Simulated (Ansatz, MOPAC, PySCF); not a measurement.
System: C$_{3}$H$_{6}$O$_{2}$ (charge 0, singlet). SMILES: O(C(=O)C)C
Geometry from a B3LYP-D3(BJ)/def2-TZVP (Ansatz, a program for electronic structure) optimisation:
```xyz
11

C     -1.8543     0.1696     0.1592
C     -0.4282    -0.1404    -0.2035
O     -0.0723    -0.8339    -1.1211
O      0.4291     0.4670     0.6430
C      1.8231     0.2390     0.3870
H     -2.5223    -0.3365    -0.5316
H     -2.0217     1.2467     0.1188
H     -2.0572    -0.1540     1.1808
H      2.0924     0.5983    -0.6055
H      2.3561     0.7951     1.1531
H      2.0542    -0.8236     0.4535
```

Wanted: enthalpy of formation at 298 K, in kcal/mol. Set-up: frozen cores in correlated levels; 6-311+G** with 5d; PM7 with its own dispersion and hydrogen-bond terms; no dispersion term unless named; 6-31G* and kin with 6d, 5d where marked; LANL2DZ all-electron up to Ne; non-relativistic; no spin-orbit coupling; UHF or UKS for open shells. CBS(X,Y): correlation extrapolated as X^-3; Hartree-Fock from the larger set. [CCSD(T)-MP2]/basis is that difference in the basis named. First-principles rows: single points at B3LYP-D3(BJ) geometries (Ansatz), with unscaled harmonic terms from B3LYP/6-31G* (Ansatz) at its own minima, enthalpies of formation by atomisation with measured atoms. Semi-empirical rows: MOPAC heats of formation at their own minima for 298 K.

Measured values: CRC Handbook, as tabulated in the package chemicals; they hold spin-orbit and core effects, anharmonicity and other conformers. 

Value to compare with, the measured value: -98.8 kcal/mol.

```
level                                                                 program  enthalpy of formation at 298 K (kcal/mol)   error
-------------------------------------------------------------  --------------  -----------------------------------------  ------
PM3                                                                     MOPAC                                      -94.2     4.6
PM6                                                                     MOPAC                                      -97.3     1.5
PM7                                                                     MOPAC                                      -96.7     2.1
HF/6-31G*                                                              Ansatz                                      214.7   313.5
SVWN5/6-31G*                                                           Ansatz                                     -278.4  -179.6
PBE/3-21G                                                              Ansatz                                     -107.0    -8.2
PBE/LANL2DZ                                                            Ansatz                                      -76.5    22.3
BLYP/6-31G*                                                            Ansatz                                      -98.0     0.8
BP86/6-31G* (5d)                                                        PySCF                                     -138.0   -39.2
B3LYP/3-21G                                                            Ansatz                                      -60.5    38.3
B3LYP/6-31G                                                            Ansatz                                      -44.3    54.5
B3LYP/6-31+G*                                                          Ansatz                                      -83.6    15.2
M06-2X/6-311+G**                                                        PySCF                                      -90.3     8.5
r2SCAN-D4/def2-TZVPD                                           Ansatz + dftd4                                     -101.2    -2.4
RI-MP2/CBS(aug-cc-pVTZ,aug-cc-pVQZ)+[CCSD(T)-MP2]/aug-cc-pVTZ          Ansatz                                      -96.8     2.0
```

Among the 13 habitual levels, HF/6-31G* lies farthest from the measured value (313.5 kcal/mol); 10 of 13 lie above it, and their mean absolute error is 52.9 kcal/mol, the median 15.2. One case shows no general order.

The levels are drawn from those run, B3LYP/6-31G* more often than the rest, none by its result; left out are runs that failed, that the program found above a lower state of the same kind, or whose <S^2> lies over 0.5 above the pure value.
